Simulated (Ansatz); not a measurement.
Calculated with Ansatz (gas phase, PBE0-D4/def2-TZVP geometries, no zero-point term in ΔE). CBS: MP2 limit from def2 TZ/QZ plus the TZ coupled-cluster correction, frozen cores. This one scheme is used for every species. For Ge outer-core shells are correlated without core-valence functions, which leaves a few kJ/mol of doubt a bond. Scalar relativity is left out up to krypton. Each species was taken in one conformer, which may not be the lowest.

`BSC(F)[SiH3]` + GeH₄ → `BS[CH](F)[GeH3]` + SiH₄  (formal exchange of groups at a C–Si bond)

`BSC(F)[SiH3]`:

```xyz
11

B     0.345   -2.418    0.352
S     0.243   -0.847    1.138
C    -0.598    0.209   -0.074
F    -1.918    0.394    0.306
Si    0.270    1.901   -0.203
H     0.887   -3.281    0.970
H    -0.098   -2.580   -0.743
H    -0.595   -0.326   -1.028
H     1.626    1.675   -0.762
H    -0.521    2.774   -1.105
H     0.359    2.498    1.151
```

GeH₄:

Cartesian coordinates in Å:
```
Ge 0.000 0.000 0.000
H -0.412 1.150 -0.928
H -1.151 -1.009 0.106
H 0.322 0.557 1.393
H 1.241 -0.698 -0.571
```

`BS[CH](F)[GeH3]`:

```xyz
11

B    -0.588   -1.537    1.885
S     0.299   -1.373    0.374
C     0.444    0.415    0.134
F     1.711    0.834    0.492
Ge    0.106    0.906   -1.762
H    -0.818   -2.650    2.244
H    -0.943   -0.572    2.489
H    -0.272    0.899    0.802
H     0.394    2.404   -1.928
H     1.033    0.072   -2.653
H    -1.365    0.602   -2.077
```

SiH₄:

Cartesian coordinates in Å:
```
Si 0.000 0.000 0.000
H 0.181 1.471 0.087
H 1.315 -0.647 -0.236
H -0.917 -0.320 -1.123
H -0.579 -0.504 1.271
```

```csv
species,HF/def2-QZVPP energy (Eh)
`BSC(F)[SiH3]`,-852.05666
GeH₄,-2077.72178
`BS[CH](F)[GeH3]`,-2638.50673
SiH₄,-291.26782
```

Work out ΔE.

ΔE = (-2638.50673) + (-291.26782) − (-852.05666) − (-2077.72178) = 0.00389 Eh = +10.2 kJ/mol. CCSD(T)/CBS gives +5.7 kJ/mol.

Largest T1 diagnostic among the species: 0.014.

In def2-TZVPP, CCSD(T) changes the Hartree–Fock value by −4.4 kJ/mol (the triples alone add −0.5 kJ/mol) and MP2 by −5.7 kJ/mol.
